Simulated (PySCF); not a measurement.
Positional isomers: benzothiophene ethynyl+boryl. Gas-phase values, no solvent. One relaxed conformer stands for each flexible species; it need not be the lowest. Strings in code marks are SMILES.

The four lowest singlet excitations (Tamm–Dancoff). Computed with PySCF with PBE-D3(BJ)/def2-TZVP // PBE0-D3(BJ)/def2-SVP. Excitations are Tamm–Dancoff values on a coarser integration grid. The basis has no diffuse functions, so Rydberg states are missing or too high.

```
state  energy (eV)  wavelength (nm)  oscillator strength
-----  -----------  ---------------  -------------------
S1            2.97              417                0.045
S2            3.22              386                0.019
S3            3.74              332                0.000
S4            4.16              298                0.011
```

Question: Which member gives these states?
A. `Bc1cc(C#C)cc2ccsc12`
B. `Bc1cc2cccc(C#C)c2s1`
C. `Bc1cc2cc(C#C)ccc2s1`
D. `Bc1ccc(C#C)c2ccsc12`

Answer: A, `Bc1cc(C#C)cc2ccsc12`
